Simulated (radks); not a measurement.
Values are calculated unless marked as measured or tabulated.
These are the eigenvalues of the occupied orbitals of an atom or ion with whole-number occupations (eV). Code: a radial shooting solver on a logarithmic mesh with Libxc functionals. Model: scalar-relativistic Kohn-Sham, PBE, spin-polarised, spherical densities, finite nucleus; Fermi nuclear charge, rms radius of each element as measured or else 0.836 A^(1/3) + 0.57 fm.

1s: -830.8043
2s: -36.4051
2p: -13.3341

Which element is it, and in what charge state? The configuration may be excited. Open shells, if any, are filled with parallel spins first.

Answer. Z = 10, neon, charge 0: Ne in [Ne]. The list shows which subshells hold electrons but not how many an open one holds; the 1s level, -30.531 hartree, gives Z - s = 7.8 by -(Z - s)^2/2, which with screening and relativity narrows Z to a few neighbours, and the depths of the outer levels then fix element, charge and occupations together.
